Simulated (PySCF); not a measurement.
## Electron correlation in I³⁺ (iodine, charge +3)

[Kr] 4d10 5s2 5p2, high-spin 3P determinant. All numbers are calculated (PySCF 2.14, scalar relativity by spin-free X2C-1e, in aug-cc-pwCVTZ-DK3 (10s9p7d4f1g, 109 functions)). Frozen: [Kr] 4d10; 4 electrons correlated.

```csv
level,correlation energy (mhartree)
CCSD,-64.71
(T),-1.27
CCSD(T),-65.98
```

Diagnostics: T1 = 0.0057, D1 = 0.0148, largest double amplitude 0.088.

Cost of the coupled-cluster step: about 30 core-seconds, for 4 correlated electrons.

Iterations:

```
CC2 = 0
CCSD nocc = (np.int64(3), np.int64(1)), nmo = (86, 86)
frozen orbitals [[0, 1, 2, 3, 4, 5, 6, 7, 8, 9, 10, 11, 12, 13, 14, 15, 16, 17, 18, 19, 20, 21, 22], [0, 1, 2, 3, 4, 5, 6, 7, 8, 9, 10, 11, 12, 13, 14, 15, 16, 17, 18, 19, 20, 21, 22]]
max_cycle = 100
direct = 0
conv_tol = 1e-08
conv_tol_normt = 1e-06
diis_space = 8
diis_start_cycle = 0
Init t2, MP2 energy = -0.0519409492396678
Init E_corr(UCCSD) = -0.0519409492396933
cycle = 1  E_corr(UCCSD) = -0.061213426372388  dE = -0.00927247713  norm(t1,t2) = 0.0358409
cycle = 2  E_corr(UCCSD) = -0.0635498893696342  dE = -0.002336463  norm(t1,t2) = 0.0123375
cycle = 3  E_corr(UCCSD) = -0.0647266254489638  dE = -0.00117673608  norm(t1,t2) = 0.00504419
cycle = 4  E_corr(UCCSD) = -0.064706308932286  dE = 2.03165167e-05  norm(t1,t2) = 0.000691072
cycle = 5  E_corr(UCCSD) = -0.0647098492778574  dE = -3.54034557e-06  norm(t1,t2) = 8.30375e-05
cycle = 6  E_corr(UCCSD) = -0.0647092660925978  dE = 5.8318526e-07  norm(t1,t2) = 1.18653e-05
cycle = 7  E_corr(UCCSD) = -0.0647094772429149  dE = -2.11150317e-07  norm(t1,t2) = 1.66219e-06
cycle = 8  E_corr(UCCSD) = -0.0647094398575061  dE = 3.73854088e-08  norm(t1,t2) = 2.50555e-07
cycle = 9  E_corr(UCCSD) = -0.0647094390497777  dE = 8.07728426e-10  norm(t1,t2) = 4.45392e-08
UCCSD converged
E(UCCSD) = -7110.385514145011  E_corr = -0.0647094390497777
UCCSD(T) correction = -0.00127293975761089
```
